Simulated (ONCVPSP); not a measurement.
**Scattering properties, ONCV potential for Fe**

```json
{
  "Element": "iron (Fe)",
  "Generator": "ONCVPSP 4.0.1",
  "Type": "optimised norm-conserving Vanderbilt (ONCV)",
  "Functional": "PBEsol",
  "Relativity": "scalar-relativistic",
  "Frozen core": "[Ar]",
  "Valence charge": "8",
  "Reference configuration": "3d6 4s1.75 (charge +0.25)",
  "Partial waves": "4s: rc 2.45 bohr, ncon 4, nbas 8, qcut 2.7 1/bohr, 3 projectors, debl 3.5 Ha; p scattering state at 0.19 Ha: rc 2.25 bohr, ncon 4, nbas 9, qcut 2.9 1/bohr, 2 projectors, debl 2.8 Ha; 3d: rc 1.45 bohr, ncon 4, nbas 9, qcut 9.2 1/bohr, 1 projector",
  "Local potential": "polynomial inside 1.30 bohr (lpopt 5, dvloc0 4 Ha)",
  "Core correction": "Teter function, fcfact 6, rcfact 1.7"
}
```

In the p channel the program set the typed energies aside and used 0.050, 2.850 Ha.

The phase is arctan(r·R′/R) of the radial function R(r), unwrapped; energies in Ha, scanned from -2 to 5 Ha. A pole is an energy at which the radial function vanishes at the test radius. The pseudo phase is shifted by a multiple of π to meet the all-electron one at the reference energy, and phase errors are pseudo minus all-electron; the curves can meet again beyond the range given. Levels narrower than the energy grid can be missing from the lists of poles.

```tsv
channel	radius (bohr)	reference energy (Ha)	poles, all-electron	poles, pseudo	unbroken range about the reference energy with phases within 0.05 rad	phase error 1 Ha above the reference energy (rad)
s	2.49	-0.26	0.82	0.82	the whole range	-0.000
p	2.28	0.05	1.86	1.84, 4.94	below 3.5	-0.004
d	1.47	-0.35	0.35	0.39	below 1.1	+0.027
```

Phases in the d channel:

```csv
E (Ha),all-electron,pseudo
-1.98,0.979,0.997
-1.80,0.914,0.935
-1.62,0.828,0.853
-1.44,0.707,0.736
-1.26,0.530,0.565
-1.08,0.268,0.306
-0.90,-0.099,-0.068
-0.72,-0.516,-0.501
-0.54,-0.870,-0.867
-0.36,-1.120,-1.120
-0.18,-1.290,-1.289
0.00,-1.411,-1.406
0.18,-1.503,-1.492
0.36,-1.575,-1.560
0.54,-1.637,-1.615
0.72,-1.692,-1.662
0.90,-1.744,-1.704
1.08,-1.794,-1.743
1.26,-1.846,-1.781
1.44,-1.902,-1.818
1.62,-1.964,-1.856
1.80,-2.035,-1.896
1.98,-2.121,-1.938
2.16,-2.227,-1.985
2.34,-2.360,-2.038
2.52,-2.531,-2.098
2.70,-2.748,-2.168
2.88,-3.007,-2.250
3.06,-3.283,-2.349
3.24,-3.542,-2.468
3.42,-3.758,-2.612
3.60,-3.927,-2.781
3.78,-4.058,-2.974
3.96,-4.159,-3.178
4.14,-4.238,-3.381
4.32,-4.302,-3.566
4.50,-4.354,-3.726
4.68,-4.397,-3.861
4.86,-4.433,-3.971
```
